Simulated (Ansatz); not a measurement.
`N[Si@H](Cl)[Si@@H](N)F` + `[NH2][GeH2][O][SiH](N)F` → `[NH2][GeH2][O][SiH](N)Cl` + `N[Si@H](F)[Si@@H](N)F`  (redistribution)

Computed with Ansatz on PBE0-D4/def2-TZVP structures; ΔE is electronic, products minus reactants. CCSD(T)/CBS adds triple-zeta CCSD(T) − MP2 to the extrapolated MP2 energy (def2 sets, frozen cores). Functionals use def2-TZVPP. B3LYP here is the variant with VWN-RPA as its local correlation; programs differ in this. For Ge outer-core shells are correlated without core-valence functions, which leaves a few kJ/mol of doubt a bond. Scalar relativity is left out up to krypton. One conformer a species, not always the lowest.

Is it downhill or uphill in electronic energy at CCSD(T)/CBS, and by how much? (Estimate.)

The calculation gave: Uphill: ΔE = +3.1 kcal/mol.

What do these levels give: PBE-D4, r2SCAN-D4, PBE0-D4, B3LYP-D4, B2PLYP, PBE, r2SCAN, HF/def2-TZVPP, MP2/def2-TZVPP, CCSD(T)/def2-TZVPP, SCS-MP2/def2-QZVPP, HF/CBS(def2)? (Best estimate.)

Ansatz gave: PBE-D4 2.8, r2SCAN-D4 3.3, PBE0-D4 3.1, B3LYP-D4 2.8, B2PLYP 2.9, PBE 2.9, r2SCAN 3.3, HF/def2-TZVPP 3.3, MP2/def2-TZVPP 3.0, CCSD(T)/def2-TZVPP 3.1, SCS-MP2/def2-QZVPP 2.9, HF/CBS(def2) 3.3 kcal/mol.

Largest T1 diagnostic among the species: 0.012.
